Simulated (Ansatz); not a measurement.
A nudged elastic band was laid between two geometries of ClH + FH3OSi (8 atoms, charge 0, multiplicity 1).

The calculation used Ansatz 0.2.0, RKS r2SCAN-D4/def2-SVP.

- movable images: 5
- climbing image: yes
- spring: 5.0 eV/Å²
- optimiser: quadratic models (default)
- start path: through a guess of the saddle point
- force threshold: 0.03 eV/Å
- iteration limit: 60
- end points: relaxed

Image 0:

```xyz
8
Properties=species:S:1:pos:R:3
Si -0.759 -0.677 0.084
F 0.724 -1.046 0.698
H -0.688 -1.053 -1.351
H -1.764 -1.450 0.847
O -1.067 0.915 0.344
H 1.935 0.349 0.079
Cl 2.064 1.424 -0.639
H -0.444 1.538 -0.061
```

Image 6:

```xyz
8
Properties=species:S:1:pos:R:3
Si -0.495 0.115 0.038
F 1.681 -1.885 0.202
H -0.433 -0.644 -1.235
H -0.688 -0.693 1.255
O -1.710 1.236 0.032
H 2.079 -1.042 0.251
Cl 1.359 1.109 0.202
H -1.794 1.803 -0.744
```

Problem. What changes between the two ends?

Solution. Bonds broken: Si1–F2, H6–Cl7. Bonds formed: Si1–Cl7, F2–H6. ClH + FH3OSi becomes ClH3OSi + FH.

Problem. What energy profile does the band end with?

Solution. It converged. The highest image is number 3 of 0 to 6, 31.5 kcal/mol above the first end and 19.6 kcal/mol above the last; the last end lies 12.0 kcal/mol above the first. A vibrational analysis at the climbing image gives one clearly imaginary mode, 284i cm⁻¹: a first-order saddle point. The orbitals stay closed-shell, which can raise the energy where a bond breaks towards radicals; this wasn't checked here.

```json
{"image": "0", "path coordinate (Å)": "0.00", "energy (kcal/mol)": "0.0", "Si1–F2 (Å)": "1.65", "H6–Cl7 (Å)": "1.30", "Si1–Cl7 (Å)": "3.59"}
{"image": "1", "path coordinate (Å)": "0.59", "energy (kcal/mol)": "2.6", "Si1–F2 (Å)": "1.66", "H6–Cl7 (Å)": "1.31", "Si1–Cl7 (Å)": "3.27"}
{"image": "2", "path coordinate (Å)": "1.19", "energy (kcal/mol)": "17.3", "Si1–F2 (Å)": "1.74", "H6–Cl7 (Å)": "1.38", "Si1–Cl7 (Å)": "2.82"}
{"image": "3", "path coordinate (Å)": "1.78", "energy (kcal/mol)": "31.5", "Si1–F2 (Å)": "1.99", "H6–Cl7 (Å)": "1.71", "Si1–Cl7 (Å)": "2.45"}
{"image": "4", "path coordinate (Å)": "2.56", "energy (kcal/mol)": "22.0", "Si1–F2 (Å)": "2.51", "H6–Cl7 (Å)": "1.98", "Si1–Cl7 (Å)": "2.19"}
{"image": "5", "path coordinate (Å)": "3.34", "energy (kcal/mol)": "13.5", "Si1–F2 (Å)": "2.91", "H6–Cl7 (Å)": "2.17", "Si1–Cl7 (Å)": "2.12"}
{"image": "6", "path coordinate (Å)": "4.12", "energy (kcal/mol)": "12.0", "Si1–F2 (Å)": "2.96", "H6–Cl7 (Å)": "2.27", "Si1–Cl7 (Å)": "2.11"}
```

Problem. What is the geometry of the highest image?

Solution. 
```xyz
8
Properties=species:S:1:pos:R:3:forces:R:3
Si -0.471 -0.316 -0.031 0.00 0.00 0.00
F 1.181 -1.168 0.678 0.00 0.00 0.00
H -0.470 -0.897 -1.392 0.00 0.00 0.00
H -1.128 -1.207 0.954 0.00 0.00 0.00
O -1.339 1.062 0.255 0.00 0.00 0.00
H 1.747 -0.398 0.275 0.00 0.00 0.00
Cl 1.476 1.063 -0.568 0.00 0.00 0.00
H -0.997 1.861 -0.172 0.00 0.00 0.00
```

Problem. What are the harmonic wavenumbers there?

Solution. 284i, 104, 263, 365, 421, 497, 649, 752, 779, 862, 904, 955, 1014, 1101, 2241, 2280, 2290, 3838 cm⁻¹.

The run took 3.7 min on 2 threads of Arm Neoverse V1, on a shared host, peak memory 0.14 GiB.
